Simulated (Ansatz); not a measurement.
Gas-phase electronic energies from Ansatz, PBE0-D4/def2-TZVP geometries. CCSD(T)/CBS is the MP2 limit (def2-TZVPP, def2-QZVPP) plus CCSD(T) − MP2 in def2-TZVPP, frozen cores. This one scheme is used for every species, atoms too. Functionals use def2-TZVPP. B3LYP here is the variant with VWN-RPA as its local correlation; programs differ in this. HSE06 is defined as in plane-wave codes. Open shells (•) are unrestricted, without spin–orbit coupling. Spin–orbit coupling would lower the free atoms: a little for Al, C; strongly for Te. def2 core potentials past Kr. Bonds to Te are less sure, by a few kJ/mol each and by 10 to 20 or more in all where they break to atoms, as the def2 sets lack core-valence functions.

`C1=N[CH2][AlH][Te]1` → Al• + 2 C• + 4 H• + N• + Te•  (atomization)

```tsv
level	ΔE (kcal/mol)	difference from CCSD(T)/CBS
revPBE-D4	774.9	5.6
B3LYP-D4	768.2	-1.1
HSE06-D4	775.0	5.7
B2PLYP	758.1	-11.2
PBE-QIDH	762.9	-6.4
PBE0	768.8	-0.5
CCSD(T)/def2-TZVPP	742.3	-27.0
HF/def2-QZVPP	515.8	-253.5
MP2/def2-QZVPP	777.0	7.7
SCS-MP2/def2-QZVPP	771.2	1.9
CCSD(T)/CBS	769.3	0
```

Largest T1 diagnostic among the species: 0.018.

In def2-TZVPP, CCSD(T) changes the Hartree–Fock value by +227.8 kcal/mol (the triples alone add +19.3 kcal/mol) and MP2 by +246.6 kcal/mol; breaking electron pairs costs correlation energy, which Hartree–Fock lacks. Leaving LDA and LC-ωPBE aside and taking each functional with its dispersion term where it has one, the values, not all of them listed here, spread over 60.2 kcal/mol, from BHLYP-D4 to PBE-D4. LDA lies +107.5 kcal/mol from PBE without D4, its usual overbinding. At CCSD(T), def2-SVP lies −52.5 kcal/mol from the extrapolated value and def2-TZVPP −27.0 kcal/mol: correlation converges slowly with the basis, and small sets miss more of it in the bonded molecule than in its fragments.

For atomizations the MP2-based limit and the directly extrapolated one differ by several kJ/mol either way, and by 10 to 25 for some Ge, Se and Sn compounds, so smaller differences from it don't rank the levels.
